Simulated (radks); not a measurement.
Ionisation of the boron ion B2+, [He] 2s1, to [He] as the strength of local exchange is varied. Calculated with a radial shooting solver on a logarithmic mesh with Libxc functionals: non-relativistic Kohn-Sham, Slater X-alpha exchange (alpha = 2/3 is LDA exchange), no correlation, spin-polarised, spherical densities, point nucleus; open shells are filled with parallel spins first.

alpha = 0.667: E(B2+) (hartree) -22.94740; exchange (hartree) -2.76704; IE (eV) 37.172; -e of the level emptied (eV) 31.617 (2s); <r> of it (bohr) 1.640
alpha = 0.682: E(B2+) (hartree) -23.00968; exchange (hartree) -2.83375; IE (eV) 37.357; -e of the level emptied (eV) 31.832 (2s); <r> of it (bohr) 1.635
alpha = 0.699: E(B2+) (hartree) -23.08038; exchange (hartree) -2.90958; IE (eV) 37.567; -e of the level emptied (eV) 32.075 (2s); <r> of it (bohr) 1.631
alpha = 0.886: E(B2+) (hartree) -23.86641; exchange (hartree) -3.76039; IE (eV) 39.925; -e of the level emptied (eV) 34.817 (2s); <r> of it (bohr) 1.578
alpha = 1.016: E(B2+) (hartree) -24.42185; exchange (hartree) -4.36986; IE (eV) 41.610; -e of the level emptied (eV) 36.790 (2s); <r> of it (bohr) 1.544

NIST Atomic Spectra Database: 37.931 eV (measured). The Delta-SCF value meets it near alpha = 0.73.
